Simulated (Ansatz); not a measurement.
Reaction (redistribution): `[O]=[Nb]([F])([Cl])[Cl]` + `[OH][Ta]([OH])([OH])([OH])[OH]` → `[O]=[Nb]([OH])([Cl])[Cl]` + `[OH][Ta]([OH])([OH])([OH])[F]`

Calculated with Ansatz (gas phase, PBE0-D4/def2-TZVP geometries, no zero-point term in ΔE). CCSD(T)/CBS adds triple-zeta CCSD(T) − MP2 to the extrapolated MP2 energy (def2 sets, frozen cores). DFT in def2-TZVPP. def2 core potentials past Kr. For Nb, Ta outer-core shells are correlated without core-valence functions, which leaves a few kJ/mol of doubt a bond. One conformer a species, not always the lowest.

| level | ΔE (kJ/mol) |
| --- | --- |
| PBE-D4 | -32.6 |
| CCSD(T)/def2-SVP | -40.2 |

**Question.** What does CCSD(T)/CBS give? (Estimate.)

**Answer.** Ansatz gave: -34.5 kJ/mol. The listed levels differ from it by 1.9, -5.7 kJ/mol.

Largest T1 diagnostic among the species: 0.021, so the coupled-cluster value is less sure than usual.

At CCSD(T), def2-SVP lies −5.7 kJ/mol from the extrapolated value and def2-TZVPP −1.2 kJ/mol. From BLYP to BHLYP (50 % exact exchange), in def2-TZVPP and without D4, ΔE moves by −4.9 kJ/mol. In def2-TZVPP, CCSD(T) changes the Hartree–Fock value by +6.4 kJ/mol (the triples alone add +1.2 kJ/mol) and MP2 by +6.3 kJ/mol.
